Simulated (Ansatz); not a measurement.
`Sc1ccc(-c2ccc(-c3ccc(S)cc3)cc2)cc1`. The state is a triplet with charge 0. Geometry PBE-D4/def2-SVP, that of the neutral singlet; atoms count from 1.

Cartesian coordinates in Å:
```
S 0.6195 -7.4833 -0.6830
C 0.5257 -5.7168 -0.5521
C -0.4082 -5.1708 0.3543
C -0.5288 -3.7859 0.4960
C 0.2714 -2.8915 -0.2516
C 0.1384 -1.4247 -0.0982
C -1.1102 -0.8256 0.1862
C -1.2366 0.5590 0.3270
C -0.1211 1.4169 0.1907
C -0.2556 2.8844 0.3357
C -1.4298 3.5581 -0.0692
C -1.5626 4.9441 0.0612
C -0.5150 5.7119 0.6102
S -0.5957 7.4725 0.8106
C 0.6645 5.0544 1.0206
C 0.7858 3.6692 0.8823
C 1.1279 0.8176 -0.0916
C 1.2542 -0.5670 -0.2326
C 1.2019 -3.4545 -1.1537
C 1.3301 -4.8386 -1.3071
H 1.6084 -7.5146 -1.6184
H -1.0381 -5.8389 0.9610
H -1.2456 -3.3874 1.2292
H -2.0052 -1.4588 0.2808
H -2.2218 0.9864 0.5671
H -2.2526 2.9870 -0.5246
H -2.4878 5.4348 -0.2777
H -1.8527 7.6255 0.3100
H 1.4899 5.6338 1.4612
H 1.7051 3.1786 1.2354
H 2.0163 1.4538 -0.2219
H 2.2466 -0.9976 -0.4342
H 1.8238 -2.7923 -1.7744
H 2.0576 -5.2394 -2.0293
```

Single mean-field runs in def2-TZVP are fitted with def2-universal-jkfit. At PBE0-D4/def2-TZVP a singlet of charge 0 lies 3.06 eV below the triplet at the same geometry.

Estimate the Mulliken populations of the heavy atoms from the PBE0/def2-TZVP orbitals of Ansatz.


```csv
atom,charge (e),spin (α − β)
S1,-0.15,0.08
C2,0.18,0.22
C3,-0.18,-0.07
C4,-0.22,0.15
C5,0.15,0.01
C6,0.20,0.40
C7,-0.22,0.08
C8,-0.22,0.08
C9,0.20,0.40
C10,0.15,0.01
C11,-0.23,0.15
C12,-0.21,-0.08
C13,0.18,0.22
S14,-0.15,0.08
C15,-0.18,-0.07
C16,-0.22,0.15
C17,-0.22,0.08
C18,-0.22,0.08
C19,-0.23,0.15
C20,-0.21,-0.08
```
Mulliken values depend strongly on the basis.

Where does the spin sit?

Summed by element: S 0.16, C 1.89, H -0.05, of 2 unpaired in all. Largest on single atoms: C6 0.40, C9 0.40, C13 0.22.

And the Mayer bond orders between heavy atoms (over 0.3)?

S1–C2 1.09 (1.77 Å); C2–C3 1.28 (1.41 Å); C2–C20 1.28 (1.41 Å); C3–C4 1.55 (1.40 Å); C4–C5 1.27 (1.41 Å); C5–C6 1.06 (1.48 Å); C5–C19 1.27 (1.41 Å); C6–C7 1.16 (1.41 Å); C6–C18 1.16 (1.41 Å); C7–C8 1.66 (1.40 Å); C8–C9 1.16 (1.41 Å); C9–C10 1.06 (1.48 Å); C9–C17 1.16 (1.41 Å); C10–C11 1.27 (1.41 Å); C10–C16 1.27 (1.41 Å); C11–C12 1.54 (1.40 Å); C12–C13 1.28 (1.41 Å); C13–S14 1.09 (1.77 Å); C13–C15 1.28 (1.41 Å); C15–C16 1.55 (1.40 Å); C17–C18 1.66 (1.40 Å); C19–C20 1.54 (1.40 Å).
